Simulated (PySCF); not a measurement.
C4H10GeSi.
Bonds: C1–Si2, Si2–C3, Si2–C4, C4–C5 (triple), C5–Ge6. Hydrogens: H7, H8, H9 on C1; H10 on Si2; H11, H12, H13 on C3; H14, H15, H16 on Ge6.

A GFN2-xTB structure was refined with PySCF 2.14.0, PBE0-D3(BJ)/def2-SVP geometry optimisation, gas phase. Its GFN2-xTB values:

```json
{"coordinate": "C1–Si2", "GFN2-xTB": "1.902 Å"}
{"coordinate": "C1–H7", "GFN2-xTB": "1.087 Å"}
{"coordinate": "Si2–C4", "GFN2-xTB": "1.859 Å"}
{"coordinate": "Si2–H10", "GFN2-xTB": "1.473 Å"}
{"coordinate": "C4≡C5", "GFN2-xTB": "1.212 Å"}
{"coordinate": "C5–Ge6", "GFN2-xTB": "1.891 Å"}
{"coordinate": "Ge6–H14", "GFN2-xTB": "1.492 Å"}
{"coordinate": "Ge6–H16", "GFN2-xTB": "1.492 Å"}
{"coordinate": "C1–Si2–C3", "GFN2-xTB": "110.3°"}
{"coordinate": "C1–Si2–C4", "GFN2-xTB": "108.3°"}
{"coordinate": "Si2–C4–C5", "GFN2-xTB": "179.8°"}
{"coordinate": "C4–C5–Ge6", "GFN2-xTB": "179.9°"}
```

Task: How do these coordinates change at the PBE0-D3(BJ)/def2-SVP level?

Result: 
```tsv
coordinate	PBE0-D3(BJ)/def2-SVP (Å or °)	change
Ge6–H16	1.536	+0.044
Ge6–H14	1.536	+0.044
C1–Si2	1.876	-0.026
Si2–H10	1.496	+0.023
C1–H7	1.101	+0.014
C4≡C5	1.225	+0.013
Si2–C4	1.846	-0.013
C5–Ge6	1.900	+0.009
C1–Si2–C3	111.6	+1.3
Si2–C4–C5	179.0	-0.8
C1–Si2–C4	109.1	+0.8
C4–C5–Ge6	179.6	-0.3
```

The energy falls by 0.111 eV over 7 energy and gradient evaluations, the largest force component goes from 0.0301 to 3.0e-04 Eh/bohr, and the atoms move by 0.071 Å rms after alignment. Among the bonds, Ge6–H14, Ge6–H15 and Ge6–H16 change most and about equally (+0.044 Å). Bonds longer at the end by more than 0.005 Å: 12 of 15; shorter: 3. Rotational constants go from 4787, 511.1, 480.8 to 4855, 509.4, 479.3 MHz.

The run used 156 basis functions and 47 SCF cycles in all. Time: 93 s wall. Hardware: one thread, Arm Neoverse V1 (shared host).

Not checked by PBE0-D3(BJ)/def2-SVP frequencies.
